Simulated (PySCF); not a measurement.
A run for PySCF: D3(BJ) and D4 dispersion corrections on CH5BOSe (SMILES COB[SeH]), a point of a torsion scan.

```python
from pyscf import gto
from pyscf.dispersion import dftd3, dftd4

mol = gto.M(
    atom='''
    C    -1.03408466   -0.66295910   -0.18149844
    O    -0.25205007    0.34152019   -0.77763139
    B     0.58698060    1.15588414   -0.15014738
    Se    2.08188323    1.76951448   -1.19630568
    H    -0.52695177   -1.62072440   -0.31619943
    H    -2.00220747   -0.69401285   -0.68488905
    H    -1.17923889   -0.47703496    0.88610044
    H     0.54671327    1.41238076    0.99723790
    H     1.71582517    1.10743985   -2.41684846
    ''',
    basis='def2-svp',
    charge=0, spin=0, verbose=0, max_memory=1800)
d3, d4 = {}, {}
for xc in ['hf', 'pbe', 'blyp', 'revpbe', 'tpss', 'r2scan', 'b3lyp', 'pbe0', 'bhlyp', 'camb3lyp', 'b2plyp']:
    d3[xc] = float(dftd3.DFTD3Dispersion(mol, xc=xc, version='d3bj', atm=False).get_dispersion()['energy'])
    print(f'D3(BJ) {xc:10s} {d3[xc]:14.8f} Eh')
for xc in ['hf', 'pbe', 'blyp', 'revpbe', 'tpss', 'r2scan', 'b3lyp', 'pbe0', 'bhlyp', 'camb3lyp', 'b2plyp']:
    d4[xc] = float(dftd4.DFTD4Dispersion(mol, xc={'camb3lyp': 'cam-b3lyp'}.get(xc, xc), atm=True).get_dispersion()['energy'])
    print(f'D4     {xc:10s} {d4[xc]:14.8f} Eh')
```

Program output:

```
D3(BJ) hf            -0.04770674 Eh
D3(BJ) pbe           -0.00577983 Eh
D3(BJ) blyp          -0.01247231 Eh
D3(BJ) revpbe        -0.01460101 Eh
D3(BJ) tpss          -0.00733684 Eh
D3(BJ) r2scan        -0.00163930 Eh
D3(BJ) b3lyp         -0.01021992 Eh
D3(BJ) pbe0          -0.00505357 Eh
D3(BJ) bhlyp         -0.00813192 Eh
D3(BJ) camb3lyp      -0.00467568 Eh
D3(BJ) b2plyp        -0.00482362 Eh
D4     hf            -0.02104366 Eh
D4     pbe           -0.00572888 Eh
D4     blyp          -0.01274384 Eh
D4     revpbe        -0.01836456 Eh
D4     tpss          -0.00774697 Eh
D4     r2scan        -0.00140889 Eh
D4     b3lyp         -0.00924886 Eh
D4     pbe0          -0.00482741 Eh
D4     bhlyp         -0.00694998 Eh
D4     camb3lyp      -0.00488972 Eh
D4     b2plyp        -0.00399855 Eh
```

The run finished.

Cost: about 0.03 core-seconds (a rough figure).
